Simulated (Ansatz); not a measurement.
Program: Ansatz. Geometries: PBE0-D4/def2-TZVP. ΔE: electronic, gas phase. CCSD(T)/CBS is the MP2 limit (def2-TZVPP, def2-QZVPP) plus CCSD(T) − MP2 in def2-TZVPP, frozen cores. DFT in def2-TZVPP. Each species was taken in one conformer, which may not be the lowest.

`CB(C=S)CCl` + `CC=N` → `CC(=N)CCl` + `CBC=S`  (formal exchange of groups at a C–B bond)

`CB(C=S)CCl`:

Cartesian coordinates in Å:
```
C 0.097 0.317 1.484
B 0.049 -0.118 -0.018
C 0.609 -1.491 -0.461
S -0.569 -2.601 -0.455
C -0.605 0.811 -1.111
Cl 0.882 1.720 -1.585
H -0.838 -0.024 1.948
H 0.124 1.404 1.591
H 0.915 -0.124 2.056
H 1.641 -1.755 -0.697
H -1.322 1.545 -0.748
H -0.982 0.316 -2.003
```

`CC=N`:

Z-matrix (Å, degrees):
```
C
C 1 1.493
H 1 1.092 2 111.6
H 1 1.094 2 110.3 3 -121.2
H 1 1.094 2 110.3 3 121.2
N 2 1.263 1 127.9 3 0.0
H 2 1.095 1 115.5 3 -180.0
H 6 1.023 2 110.6 1 0.0
```

`CC(=N)CCl`:

Z-matrix (Å, degrees):
```
C
C 1 1.497
H 1 1.094 2 110.5
H 1 1.090 2 111.0 3 -121.1
H 1 1.092 2 110.4 3 117.8
N 2 1.266 1 126.4 3 123.9
C 2 1.503 1 117.3 3 -54.2
H 6 1.021 2 110.8 1 -0.6
Cl 7 1.786 2 112.1 1 -56.5
H 7 1.087 2 109.4 1 -176.3
H 7 1.091 2 110.7 1 62.1
```

`CBC=S`:

Z-matrix (Å, degrees):
```
C
B 1 1.567
H 1 1.091 2 114.4
H 1 1.099 2 107.2 3 -119.4
H 1 1.093 2 111.9 3 124.8
C 2 1.533 1 122.9 3 13.1
S 2 2.365 1 115.5 3 -35.7
H 2 1.200 1 120.7 3 -170.0
H 6 1.088 2 138.4 1 86.5
```

Task: Is it downhill or uphill in electronic energy at CCSD(T)/CBS, and by how much? (Estimate.)

Result: Computed: Uphill: ΔE = +26.8 kJ/mol.

Task: What do these levels give: PBE-D4, r2SCAN-D4, ωB97X-V, PBE0, CCSD/def2-TZVPP, SCS-MP2/def2-QZVPP? (Estimate.)

Result: Computed: PBE-D4 22.4, r2SCAN-D4 23.6, ωB97X-V 25.5, PBE0 22.4, CCSD/def2-TZVPP 29.9, SCS-MP2/def2-QZVPP 26.9 kJ/mol.

Largest T1 diagnostic among the species: 0.019.

In def2-TZVPP, CCSD(T) changes the Hartree–Fock value by −6.2 kJ/mol (the triples alone add −2.1 kJ/mol) and MP2 by −8.4 kJ/mol.
